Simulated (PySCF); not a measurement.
Computed IR spectrum (relative IR intensity) of a molecule C4H4F2. The structure is a stationary point at PBE-D3(BJ)/def2-SVP. One conformer was computed; it need not be the lowest. These are PBE-D3(BJ)/def2-SVP (PySCF 2.14.0) values and carry that method's errors. Harmonic, unscaled wavenumbers; measured fundamentals usually lie a few per cent lower.

Lines under 2 % of the strongest are left out, and lines within 2 cm⁻¹ are merged.

```
ν (cm⁻¹)  relative intensity
--------  ------------------
354                      2.4
612                      6.8
660                      9.4
795                       14
843                       24
916                       25
1060                      15
1114                      27
1136                      53
1164                     3.6
1212                     8.3
1288                      38
1351                      73
1410                     6.6
1695                     100
2978                      20
2985                      24
3050                     8.9
```

Question: Which structure fits?
(A) F[C@@H]1C=C[C@H]1F
(B) C#CC(C)(F)F
(C) FC1=CC[C@H]1F
(D) FC1(F)C=CC1

Answer: C, FC1=CC[C@H]1F
